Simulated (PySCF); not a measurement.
Static response to an electric field

C3H11NOSi2.
Structure used (GFN2-xTB), in Å, numbered top down from 1:
```
atom  x, y, z in Å
C1     2.6393    0.7100   -0.3143
C2     1.4452    0.2437   -0.6416
C3     0.8534   -1.0096   -0.1063
Si4   -0.2565   -0.5924    1.3903
O5     0.5817    0.2157    2.5269
N6    -1.5527    0.4081    0.8219
Si7   -2.6388    0.1605   -0.5049
H8     3.2976    0.1623    0.3419
H9     3.0190    1.6410   -0.7005
H10    0.8046    0.8162   -1.2998
H11    1.6391   -1.6913    0.2176
H12    0.2696   -1.5097   -0.8751
H13   -0.6986   -1.7802    2.1135
H14    1.2480    0.8467    2.2637
H15   -1.8859    1.0547    1.5194
H16   -1.8398   -0.0205   -1.7174
H17   -3.4816   -1.0243   -0.3036
H18   -3.4523    1.3754   -0.5734
```

Level: CAM-B3LYP/def2-SVPD (PySCF), static field, nuclei fixed, core orbitals frozen in the response. The polarisability tensor in these axes (au):

```
x   114.42   6.30   1.95
y     6.30  88.39  -3.41
z     1.95  -3.41  90.42
```

Q: Diagonalise the tensor; give its mean and Δα, where Δα² is half the sum of the squared differences of the eigenvalues.

A: Principal values 84.53, 92.78 and 115.91 au; mean 97.74 au = 14.48 Å³ = 16.12 × 10⁻⁴⁰ C²·m²/J; Δα = 28.18 au (29 % of the mean).

Q: What is the dipole moment, and where does it point?

A: (0.03, 0.60, -0.84) D, 1.03 D in size, pointing from the negative to the positive side. Measured along this direction, the outermost atoms are H13 at the negative end and H9 and H10 at the positive end.

Q: Give the principal axes and the span of the nuclei along them.

A: Largest value along (0.97, 0.22, 0.05), where the nuclei span 6.90 Å; middle along (0.08, -0.54, 0.84), 4.25 Å; least along (-0.21, 0.82, 0.54), 3.83 Å. The response follows the extents in order.

Q: Molar refractivity from α?

A: Lorentz–Lorenz: R = (4π/3)N_A α = 2.5225 cm³/(mol·Å³) × 14.48 Å³ = 36.5 cm³/mol, in the limit of long wavelengths.

Q: In a dilute gas of rigid molecules at 273 K, how does the orientational term μ²/3kT compare with the electronic polarisability?

A: In Gaussian units μ²/3kT = 9.38 Å³ against 14.48 Å³, a ratio of 0.65; the Debye molar polarisation (4π/3)N_A(α + μ²/3kT) is 60.2 cm³/mol, leaving out the vibrational part.

Q: Traceless (Buckingham) quadrupole moment about the centre of nuclear charge: eigenvalues?

A: -7.27, 3.47, 3.80 D·Å. The values depend on the origin, since the dipole doesn't vanish. The electronic extent ⟨r²⟩ about the same centre is 1400 bohr², a root-mean-square distance of 2.33 Å for the 72 electrons.

Q: Sum over states: ᾱ = Σ f/ω², ω in Eh. What share falls to these 8 lowest TDDFT singlets (eV, f)? 6.44, 0.0011; 6.68, 0.2457; 6.87, 0.0886; 7.04, 0.0254; 7.37, 0.0241; 7.51, 0.0069; 7.58, 0.0516; 7.60, 0.0602.

A: They add up to 7.71 au, 7.9 % of the 97.74 au; the largest single term is 4.07 au, from the state at 6.68 eV. Terms in order: 0.02, 4.07, 1.39, 0.38, 0.33, 0.09, 0.66, 0.77 au. Higher excitations give the rest. The strengths listed sum to 0.504.

Geometry: GFN2-xTB, one conformer, isolated molecule.
